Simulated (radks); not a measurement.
Results of a calculation; reference values are marked as such.
Neutral arsenic, 33 electrons, occupied as [Ar] 3d10 4s2 4p3 (the NIST ground configuration). Code: a radial shooting solver on a logarithmic mesh with Libxc functionals. Model: scalar-relativistic Kohn-Sham, LDA (Slater exchange, Perdew-Wang correlation), spin-polarised, spherical densities, point nucleus; open shells are filled with parallel spins first; hard spherical wall at 3 bohr.

Radial electron density D(r) = 4 pi r^2 rho(r):

r (bohr),D(r) (e/bohr),spin D(r)
0.003984,4.323,-0.000104
0.004492,5.277,-0.000120
0.005065,6.414,-0.000136
0.005757,7.857,-0.000149
0.006491,9.450,-0.000154
0.007318,11.30,-0.000143
0.008251,13.41,-0.000107
0.009303,15.79,-0.0000272
0.01049,18.44,0.000122
0.01183,21.32,0.000378
0.01333,24.39,0.000800
0.01503,27.55,0.00147
0.01695,30.70,0.00250
0.01911,33.69,0.00406
0.02155,36.35,0.00636
0.0243,38.50,0.00970
0.0274,39.97,0.0144
0.03089,40.64,0.0210
0.03483,40.44,0.0300
0.03927,39.44,0.0418
0.04427,37.82,0.0571
0.04992,35.94,0.0760
0.05628,34.23,0.0984
0.06346,33.21,0.123
0.07212,33.36,0.151
0.08132,34.90,0.175
0.09169,37.69,0.193
0.1034,41.25,0.199
0.1166,44.74,0.189
0.1314,47.17,0.160
0.1482,47.64,0.113
0.1671,45.67,0.0560
0.1884,41.46,0.00172
0.2124,35.89,-0.0308
0.2395,30.34,-0.0226
0.27,26.26,0.0381
0.3044,24.57,0.147
0.3432,25.30,0.282
0.387,27.57,0.402
0.4363,29.90,0.461
0.4919,30.89,0.429
0.5547,29.70,0.307
0.6254,26.38,0.139
0.7051,21.66,-0.000252
0.795,16.61,-0.0245
0.9036,11.91,0.152
1.019,8.717,0.528
1.149,6.780,1.07
1.295,5.811,1.68
1.46,5.354,2.22
1.646,4.954,2.52
1.856,4.273,2.46
2.093,3.179,1.97
2.36,1.803,1.17
2.661,0.5484,0.365

D(r) has 3 maxima, at r = 0.0319, 0.144, 0.492 bohr, and minima at 0.0671, 0.309 bohr, inside which lie 2.09, 10.94 electrons.
